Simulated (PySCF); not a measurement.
**From a computed spectrum to the compound**

A species of 3 atoms with charge 0 has these harmonic modes (PBE0, small Gaussian bases with core potentials, PySCF 2.14.0):

| cm⁻¹ | km/mol | symmetry |
| --- | --- | --- |
| 138 | 18.4 | a' |
| 318 | 67.3 | a' |
| 840 | 212.7 | a' |

Q: Which species is it, and in which structure?

A: NdOCl (singlet in the valence; each metal's 4f electrons, 3 of them, lie in its core potential, out of spins and levels):
```xyz
3

Nd    0.2768    0.0000   -0.3301
O     1.7813    0.0000    0.7394
Cl   -1.9379    0.0000    1.0013
```
Ideal gas at 298.15 K and 1 bar: S = 312.9 J/(mol K), Cp = 50.6 J/(mol K), H − H(0 K) = 12.9 kJ/mol (rigid rotor, harmonic modes, spin degeneracy alone, that of the 4f electrons in the core included). An lcecp potential fixes the number of 4f electrons, so in runs with it no electron can move into or out of that shell.
 Other answers can fit too; this one was computed.
